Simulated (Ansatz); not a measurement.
System: C6H7, charge 0, multiplicity 2. It need not be the lowest isomer of its formula. 
Coordinates optimised at B3LYP-D3(BJ)/def2-TZVP (Ansatz, a quantum-chemistry and plane-wave program):
```xyz
13

C     -2.1190    -0.1761    -0.2411
C     -0.7739    -0.0943    -0.0852
C      0.1405    -1.1604     0.1287
C      1.4548    -0.6495     0.2396
C      1.4512     0.7116     0.1083
C      0.0448     1.1887    -0.1089
H     -2.7260     0.7053    -0.3997
H     -2.6279    -1.1305    -0.2113
H     -0.1372    -2.2022     0.1951
H      2.3349    -1.2553     0.4050
H      2.3128     1.3603     0.1508
H     -0.0678     1.7179    -1.0608
H     -0.2788     1.8845     0.6722
```
Charge 0, spin multiplicity 2.

Dipole moments at this geometry, in debye (magnitudes).

```json
[
 {"level": "SVWN5/def2-TZVPD", "program": "Ansatz", "dipole (D)": "0.57"},
 {"level": "revPBE/def2-TZVPD", "program": "Ansatz", "dipole (D)": "0.52"},
 {"level": "r2SCAN/def2-TZVPD", "program": "Ansatz", "dipole (D)": "0.50"},
 {"level": "r2SCANh/def2-TZVPD", "program": "Ansatz", "dipole (D)": "…"},
 {"level": "HSE06/def2-TZVPD", "program": "Ansatz", "dipole (D)": "0.50"},
 {"level": "CCSD(T)/aug-cc-pVDZ", "program": "Ansatz", "dipole (D)": "…"}
]
```

Q: Complete the blanks.

A: 
- r2SCANh/def2-TZVPD, dipole (D): 0.48
- CCSD(T)/aug-cc-pVDZ, dipole (D): 0.45
